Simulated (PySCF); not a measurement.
CH4NO, SMILES C(N)=[OH+], charge +1.

The structure is a stationary point at B3LYP-D3(BJ)/def2-TZVP. The isomer is the one that the SMILES or the coordinates give; other isomers of the formula were not compared. The values are those of a single conformer.

The numbers are results of PBE/def2-TZVPD run with PySCF, not measurements.

```yaml
total_energy: -170.10026 hartree
point_group: Cs
highest_occupied_level: -14.61 eV
lowest_empty_level: -8.34 eV
orbital_gap: 6.27 eV
dipole_moment_about_the_centre_of_nuclear_charge: 2.65 D
mean_static_polarisability: 23.0 bohr³ (3.41 Å³)
polarisability_principal_values: 15.7, 22.9, 30.4 bohr³
```
